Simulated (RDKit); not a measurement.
A run for RDKit: MMFF94 on C2H9NO (a complex).

```python
from rdkit import Chem
from rdkit.Chem import AllChem, rdDetermineBonds

blocks = [
'''4

N     0.49795289   -0.02044772    0.16661701
H    -0.03699486    0.56946930   -0.46040895
H     0.69134597   -0.88317748   -0.32899564
H    -0.09862455   -0.24790276    0.95762319
''',
'''9

C    -0.34221006    1.16481644    3.31257389
O    -0.46723114   -0.23106522    3.11918844
C     0.69899959   -0.93017674    3.50976685
H     0.47807355    1.57428269    2.71180037
H    -0.16401729    1.40204158    4.36882432
H    -1.28042721    1.62094433    2.99977973
H     1.56534744   -0.61403474    2.91731768
H     0.51396744   -1.98997870    3.34029652
H     0.91660564   -0.77081953    4.57324192
''',
]
mol = None
for b in blocks:
    f = Chem.MolFromXYZBlock(b)
    rdDetermineBonds.DetermineBonds(f, charge=0)
    mol = f if mol is None else Chem.CombineMols(mol, f)
Chem.SanitizeMol(mol)
print(Chem.MolToSmiles(Chem.RemoveHs(mol)))
ff = AllChem.MMFFGetMoleculeForceField(mol, AllChem.MMFFGetMoleculeProperties(mol), nonBondedThresh=100.0, ignoreInterfragInteractions=False)
e = ff.CalcEnergy()
print(f'MMFF94 energy {e:.6f} kcal/mol')
```

Program output:

```
COC.N
MMFF94 energy 4.029923 kcal/mol
```

The run finished.

Cost: very roughly 0.04 core-seconds.
